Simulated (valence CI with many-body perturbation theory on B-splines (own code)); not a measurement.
## How close is CI+MBPT for Si+?

Computed by valence CI with perturbative core correlation (CI+MBPT): three valence electrons over a frozen Dirac-Fock core [Ne], radial functions for each j: 11 s, 11 p, 9 d, 7 f, 5 g, 2 h, 1 i, with the one-electron correlation potential Σ1 (screened to all orders), the two-electron term Σ2, the three-electron term Σ3, Breit, model QED; selected single and double excitations, second order for the rest (own B-spline code, finite nucleus).

Against 28 measured levels this calculation errs by 47 cm⁻¹ on average and by 124 at most. These come from a selection out of the NIST Handbook of Basic Atomic Spectroscopic Data. Levels without a partner in it may be off by more.

Measured levels: NIST Handbook of Basic Atomic Spectroscopic Data (Sansonetti and Martin, J. Phys. Chem. Ref. Data 34, 1559 (2005)). Pairs share parity and J, and are chosen by configuration, term and nearness in energy; levels without a clear partner are left out. Energies in cm⁻¹ above the measured ground level. The last column is blank where CI alone has no clear partner.

Names give the largest LS component (configuration and term), which can be under half, so a name can repeat, a term be missing and a line seem to break the LS rules; names also repeat where a configuration has a term twice.

```tsv
Computed label	Label in the source	Measured	Computed	Difference	CI alone, difference
3s2.3p 2P°_1/2	3s2(1S) 3p 2P°	0	0.0	0	0
3s2.3p 2P°_3/2	3s2(1S) 3p 2P°	287.2	288.7	+1	+4
3s.3p2 4P_1/2	3s 3p2 4P	42824.3	42729.4	-95	-1124
3s.3p2 4P_3/2	3s 3p2 4P	42932.6	42838.0	-95	-1123
3s.3p2 4P_5/2	3s 3p2 4P	43107.9	43014.0	-94	-1118
3s.3p2 2D_3/2	3s 3p2 2D	55309.3	55252.3	-57	-817
3s.3p2 2D_5/2	3s 3p2 2D	55325.2	55268.2	-57	-814
3s2.4s 2S_1/2	3s2(1S) 4s 2S	65500.5	65548.4	+48	-201
3s.3p2 2S_1/2	3s 3p2 2S	76665.4	76704.5	+39	-325
3s2.3d 2D_3/2	3s2(1S) 3d 2D	79338.5	79359.9	+21	-185
3s2.3d 2D_5/2	3s2(1S) 3d 2D	79355.0	79376.1	+21	-184
3s2.4p 2P°_1/2	3s2(1S) 4p 2P°	81191.3	81209.6	+18	-320
3s2.4p 2P°_3/2	3s2(1S) 4p 2P°	81251.3	81269.8	+18	-319
3s.3p2 2P_1/2	3s 3p2 2P	83801.9	83827.3	+25	+293
3s.3p2 2P_3/2	3s 3p2 2P	84004.3	84028.7	+24	+295
3s2.5s 2S_1/2	3s2(1S) 5s 2S	97972.1	97953.0	-19	-344
3s2.4d 2D_3/2	3s2(1S) 4d 2D	101023.1	101040.2	+17	-314
3s2.4d 2D_5/2	3s2(1S) 4d 2D	101024.4	101041.6	+17	-314
3s2.4f 2F°_7/2	3s2(1S) 4f 2F°	103556.0	103623.2	+67	-414
3s2.4f 2F°_5/2	3s2(1S) 4f 2F°	103556.2	103623.3	+67	-414
3s2.5p 2P°_1/2	3s2(1S) 5p 2P°	103860.7	103826.4	-34	-398
3s2.5p 2P°_3/2	3s2(1S) 5p 2P°	103885.2	103850.9	-34	-397
3s.3p.3d 2D°_3/2	3s 3p(3P°) 3d 2D°	108778.7	108654.6	-124	-1695
3s.3p.3d 2D°_5/2	3s 3p(3P°) 3d 2D°	108820.6	108697.0	-124	-1692
3s2.5d 2D_3/2	3s2(1S) 5d 2D	112394.6	112387.5	-7	-381
3s2.5d 2D_5/2	3s2(1S) 5d 2D	112394.7	112387.8	-7	-381
3s2.5f 2F°_7/2	3s2(1S) 5f 2F°	113760.1	113802.4	+42	-428
3s2.5f 2F°_5/2	3s2(1S) 5f 2F°	113760.3	113802.6	+42	-429
3s.3p.3d 4F°_3/2	3s 3p(3P°) 3d 4F°	114265.6	114171.7	-94	-1534
```

Over 28 excited levels the mean absolute difference is 47 cm⁻¹, the median 37 and the largest 124. For the 28 levels that pair on every rung the mean is CI alone 580, + Σ1 679, + Σ2 62, + Σ3 46, + Breit 42, + QED 47. The comparison draws on a selection of the measured levels: 29 of the 32 computed ones have a partner in it, and others may be off by more.
